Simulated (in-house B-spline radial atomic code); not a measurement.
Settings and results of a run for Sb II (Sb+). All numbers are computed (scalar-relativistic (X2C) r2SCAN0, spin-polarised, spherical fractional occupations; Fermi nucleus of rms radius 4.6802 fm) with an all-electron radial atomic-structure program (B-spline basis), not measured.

Command:
```bash
python run_scf.py task.json out
```
Settings (nuclear radius in fm, mass in u):
```
Z                51
configuration    [Kr] 4d10 5s2 5p2
hamiltonian      x2c
method           r2scan0
spin_polarised   True
nucleus          fermi
rms_radius       4.6802
atomic_mass      120.90381
speed_of_light   137.035999084
```

Output (hartree, bohr):
```
 radial grid: 81 intervals, B-splines of order 8, outer radius 60 bohr

 iter        energy (Eh)    residual
    1       -6480.431921    1.10e-01
    2       -6480.442015    1.76e-03
    3       -6480.442029    9.07e-04
    4       -6480.442033    4.72e-04
    5       -6480.442035    4.27e-05
    6       -6480.442035    8.25e-06
    7       -6480.442035    2.57e-06
    8       -6480.442035    4.97e-07

 total energy                     -6480.44204
 kinetic                            6838.8640
 electron-nucleus                 -15722.9962
 Hartree                            2575.5586
 exact exchange                      -42.2594
 exchange-correlation               -129.6091

 orbital      occ     eigenvalue          <r>       <r^2>       <1/r>       r_max
 1s up      1.000     -1117.0160    0.0278339  0.00105949     56.8756     0.01765
 1s down    1.000     -1117.0130    0.0278338  0.00105948     56.8757     0.01765
 2s up      1.000      -171.5696     0.122034   0.0176299      12.932      0.1035
 2s down    1.000      -171.5692     0.122033   0.0176297      12.932      0.1035
 2p up      3.000      -154.0154     0.106864   0.0139598     11.9724     0.08276
 2p down    3.000      -154.0132     0.106865     0.01396     11.9723     0.08277
 3s up      1.000       -34.4541     0.329351    0.124158     4.54956      0.2995
 3s down    1.000       -34.4520     0.329349    0.124154     4.54943      0.2996
 3p up      3.000       -28.6534     0.327784    0.124756     4.24102      0.2931
 3p down    3.000       -28.6504      0.32779    0.124758     4.24083      0.2931
 3d up      5.000       -19.7716     0.305203     0.11041      3.9783      0.2446
 3d down    5.000       -19.7696     0.305192    0.110399     3.97838      0.2446
 4s up      1.000        -6.1455     0.792503    0.709868     1.77032      0.7237
 4s down    1.000        -6.1394     0.792882    0.710449     1.76905       0.724
 4p up      3.000        -4.3394     0.853489    0.831209     1.59763       0.763
 4p down    3.000        -4.3333     0.853719    0.831272     1.59649      0.7635
 4d up      5.000        -1.6794      1.02979     1.25258     1.29133      0.8471
 4d down    5.000        -1.6715      1.02286     1.23126     1.29692      0.8469
 5s up      1.000        -0.8572       2.1889     5.41239    0.589657       1.899
 5s down    1.000        -0.7642      2.15768     5.26845    0.601968       1.875
 5p up      2.000        -0.4892      2.65647     8.01511    0.477079       2.263
```

Time taken, with all properties: 0.78 s on 1 thread of Arm Neoverse V1, with other jobs on the host.

Caution: exact exchange at fractional occupations of open shells leaves self-interaction of up to several eV.

One-electron X2C: radii and densities carry no picture-change correction, so inner-shell <1/r> comes out high (for 1s by about 2 % at Z = 33, 5 % at 54, 10 % at 75, 30 % at 118) and <r> low.
